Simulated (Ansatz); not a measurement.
Gas-phase electronic energies from Ansatz, PBE0-D4/def2-TZVP geometries. CCSD(T)/CBS adds triple-zeta CCSD(T) − MP2 to the extrapolated MP2 energy (def2 sets, frozen cores). Functionals use def2-TZVPP. Elements past krypton have def2 core potentials. For Te outer-core shells are correlated without core-valence functions, which leaves a few kJ/mol of doubt a bond. Each species was taken in one conformer, which may not be the lowest.

Reaction (ligand exchange at the Si–Te bond): `N[Si](O)(O)[TeH]` + `CN[Si](N)(F)F` → `CN([Si](N)(O)O)[Si](N)(F)F` + H₂Te

```json
{"level": "r2SCAN-D4", "ΔE (eV)": "-0.05"}
{"level": "PBE0", "ΔE (eV)": "0.09"}
{"level": "SCS-MP2/def2-TZVPP", "ΔE (eV)": "-0.08"}
{"level": "CCSD/def2-TZVPP", "ΔE (eV)": "-0.14"}
```

**Question.** What does CCSD(T)/CBS give? (Best estimate.)

**Answer.** Computed: -0.03 eV. The listed levels differ from it by -0.02, 0.12, -0.05, -0.11 eV.

Largest T1 diagnostic among the species: 0.011.

From PBE to PBE0 (25 % exact exchange), in def2-TZVPP and without D4, ΔE moves by −0.05 eV. The D4 term adds −0.12 eV with B3LYP and −0.08 eV with PBE0; it sums over pairs of atoms, weighted by their polarisabilities, and B3LYP, whose exchange is more repulsive, gets the larger term.

B3LYP here is the variant with VWN-RPA as its local correlation; programs differ in this.
